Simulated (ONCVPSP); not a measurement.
**Co, ONCV: configuration errors across variants**

cobalt, optimised norm-conserving Vanderbilt (ONCV), made with ONCVPSP 4.0.1 (PBEsol, scalar-relativistic). Core [Ne], reference 3s2 3p6 3d7.5 4s1.5. Waves: 3s+4s: rc 1.10 bohr, ncon 4, nbas 7, qcut 11.1 1/bohr, 3 projectors, debl 0.4 Ha; 3p: rc 1.00 bohr, ncon 3, nbas 7, qcut 11.6 1/bohr, 1 projector; 3d: rc 1.30 bohr, ncon 4, nbas 8, qcut 12 1/bohr, 3 projectors, debl 3.2 Ha. Local part: polynomial inside 1.00 bohr (lpopt 4, dvloc0 2 Ha). Core correction: Teter function, fcfact 5, rcfact 1.5.

All-electron excitation energies from the reference (eV): (1) 3s2 3p6 3d7 4s2 0.965; (2) 3s2 3p6 3d7 4s1 10.011; (3) 3s2 3p6 3d7 4s0 26.709; (4) 3s2 3p6 3d7 4s1.5 4.578.

Errors AE − PS in meV (a dash: test not solved or not reliable):

```tsv
change	(1)	(2)	(3)	(4)	bound ghosts	GHOST(+) flags above zero
base	+3.2	+0.2	-1.4	+1.7	none	s
core correction Teter function, fcfact 5, rcfact 1.12	+3.1	+0.2	-1.4	+1.6	none	s
core correction Teter function, fcfact 5, rcfact 1.28	+3.1	+0.2	-1.4	+1.7	none	s
core correction Teter function, fcfact 5, rcfact 1.46	+3.2	+0.2	-1.4	+1.7	none	s
core correction Teter function, fcfact 5, rcfact 1.54	+3.2	+0.2	-1.4	+1.7	none	s
core correction Teter function, fcfact 5, rcfact 1.7	+3.2	+0.2	-1.4	+1.7	none	s
core correction Teter function, fcfact 5, rcfact 1.84	+3.1	+0.2	-1.4	+1.7	none	s
core correction Teter function, fcfact 5, rcfact 2.04	+2.9	+0.2	-1.5	+1.5	none	s
```

Q: Give the same row for: core correction Teter function, fcfact 5, rcfact 1.

A: +3.1, +0.2, -1.4, +1.6; bound ghosts: none; GHOST(+) flags above zero: s.
